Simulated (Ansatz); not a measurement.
`CBP` + H₂Te → `P[TeH]` + `BC`  (cleavage of the P–B bond)

Gas-phase electronic energies from Ansatz, PBE0-D4/def2-TZVP geometries. CCSD(T)/CBS is the MP2 limit (def2-TZVPP, def2-QZVPP) plus CCSD(T) − MP2 in def2-TZVPP, frozen cores. This one scheme is used for every species. Functionals use def2-TZVPP. Elements past krypton have def2 core potentials. For Te outer-core shells are correlated without core-valence functions, which leaves a few kJ/mol of doubt a bond. Each species was taken in one conformer, which may not be the lowest.

CCSD(T)/CBS gives -1.8 kJ/mol.

Another level gave +7.0 kJ/mol. Which?
A. LC-ωPBE/def2-TZVPP
B. B97M-V/def2-TZVPP
C. BLYP-D4/def2-TZVPP
D. HF/def2-TZVPP

A. LC-ωPBE 7.0, BLYP-D4 -0.9, HF/def2-TZVPP -7.2, B97M-V 12.3 kJ/mol.

Largest T1 diagnostic among the species: 0.015.

Leaving LDA and LC-ωPBE aside and taking each functional with its dispersion term where it has one, the values, not all of them listed here, spread over 16.9 kJ/mol, from BHLYP-D4 to B97M-V. LDA lies +12.4 kJ/mol from PBE without D4. At CCSD(T), def2-SVP lies +18.6 kJ/mol from the extrapolated value and def2-TZVPP +7.4 kJ/mol.
